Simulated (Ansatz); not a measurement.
CCSD(T) forces

SiH$_{2}$O$_{3}$ (SMILES O=[Si](O)O), singlet, displaced at random from a GFN2-xTB minimum.

O1  (-0.320, -1.645, 1.087)
Si2  (-0.231, -0.381, 0.289)
O3  (1.126, 0.185, -0.426)
O4  (-1.365, 0.694, -0.048)
H5  (1.944, -0.294, -0.355)
H6  (-1.167, 1.460, -0.599)
(Å)

Program: Ansatz 0.2.0. Basis: def2-TZVPP. Cores are frozen in the correlated methods. B3LYP uses VWN-RPA correlation.

CCSD(T) forces from the calculation:
```csv
atom,Fx,Fy,Fz (eV/Å)
O1,-0.318,-0.948,0.661
Si2,1.251,0.749,-0.772
O3,-0.643,0.417,-0.088
O4,-0.570,0.482,-0.172
H5,0.188,-0.369,0.169
H6,0.092,-0.331,0.202
```

(1) Which atom feels the largest CCSD(T) force, and how large is it?

No T1 diagnostic of these runs exceeds 0.016. These are differences at one structure, and CCSD(T) in triple zeta is itself an approximation.

Results:

(1) Si2, 1.65 eV/Å, along (0.76, 0.45, -0.47).

Root-mean-square difference of the force components from those of CCSD(T): PBE0-D4 0.145; wB97M-V 0.134; r2SCAN-D4 0.075; PBE-D4 0.269; B3LYP-D4 0.107; CAM-B3LYP-D4 0.236 eV/Å.

For scale, one of the runs: CCSD(T)/def2-TZVPP forces, 163 basis functions (an equivalent command: `ansatz run in.yaml --threads 4`). Time: 99 s of wall clock on 4 CPU threads; the host was shared. Peak host memory: 2.4 GiB.
